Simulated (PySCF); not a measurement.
**Functional benchmark on one molecule**

Molecule: SMILES C1=CC(F)=CC=C1Br, C6H4BrF.

Cartesian coordinates in Å; atom numbers follow the order of the lines, from 1:
```xyz
12

F    -3.138   -0.237   -0.028
C    -1.811   -0.152    0.011
C    -1.057   -1.319    0.037
C     0.332   -1.231    0.076
C     0.943    0.023    0.088
Br    2.826    0.143    0.137
C     0.179    1.189    0.064
C    -1.210    1.101    0.025
H    -1.563   -2.286    0.026
H     0.940   -2.137    0.095
H     0.669    2.164    0.075
H    -1.834    1.996    0.006
```

Geometry PBE0-D3(BJ)/def2-SVP throughout; GIAO in PySCF 2.14.0 with density-fitted response routines, gas phase, one conformer, non-relativistic; equivalent atoms averaged; basis pcSseg-1.

Reference values (measured; G. Saielli, R. Bini, A. Bagno, Computational 19F NMR. 2. Organic compounds, RSC Adv. 2014, ESI (exp. from Berger-Braun-Kalinowski 1994 and Everett 1995)): δ(F1) = -115.8 ppm vs CFCl3. Computed shifts are taken against CFCl3, calculated as an isolated molecule at each level.

Q: How do the functionals HF, BP86, KT2, B97-D, PBE0, mPW1PW91, WP04, B97-2, LC-wPBE perform against the reference? Times are CPU seconds on shared hosts with different chips, so compare them loosely.

A: 
```tsv
functional	kind	F1	abs. error F	core-s
HF	Hartree–Fock	-96.1	19.7	12
BP86	GGA	-124.9	9.1	33
KT2	GGA	-136.7	20.9	22
B97-D	GGA	-121.7	5.9	21
PBE0	global hybrid	-113.3	2.5	26
mPW1PW91	global hybrid	-113.4	2.4	16
WP04	global hybrid	-116.1	0.3	25
B97-2	global hybrid	-113.4	2.4	16
LC-wPBE	range-separated hybrid	-96.7	19.1	26
```

For 19F the closest is WP04 (0.3 ppm) and the furthest KT2 (20.9 ppm). One molecule is a small sample, and vibrational and solvent effects are absent from the calculation.

Relativistic effects, spin–orbit coupling among them, are left out; they matter for Br and for the light atoms bonded to it.
